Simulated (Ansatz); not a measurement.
O2 (SMILES O=O), triplet, geometry from GFN2-xTB, atoms displaced at random by about 0.05 Å a coordinate. Base run: B3LYP/STO-3G in Ansatz (a program for electronic structure).

Here is a job for Ansatz.
Ansatz 0.2 input:
```yaml
crystal:
  periodic: [false, false, false]
  atoms:
    - {symbol: O, position_ang: [0.04578615, -0.01722735, -0.52980400]}
    - {symbol: O, position_ang: [0.00499737, 0.08798203, 0.59534498]}
basis:
  gaussian:
    orbitals: STO-3G
hamiltonian:
  xc: b3lyp
magnetization: {spin_polarized: true, initial_magnetization: 2}
relax: {}
```

Each row names what was changed in the base input (with any setting that the change needs).

| change | ΔE vs base (kJ/mol) | optimiser steps |
|---|---|---|
| base | 0.00 | 4 |
| relax = f_tol: 0.1 | 0.00 | 4 |
| relax = f_tol: 0.002 | 0.00 | 6 |
| relax = f_tol: 0.05 | 0.00 | 4 |
| relax = escape_saddle: false | 0.00 | 4 |
| relax = f_tol: 0.0005 | 0.00 | 6 |
| relax = max_displacement: 0.02 | 0.00 | 7 |
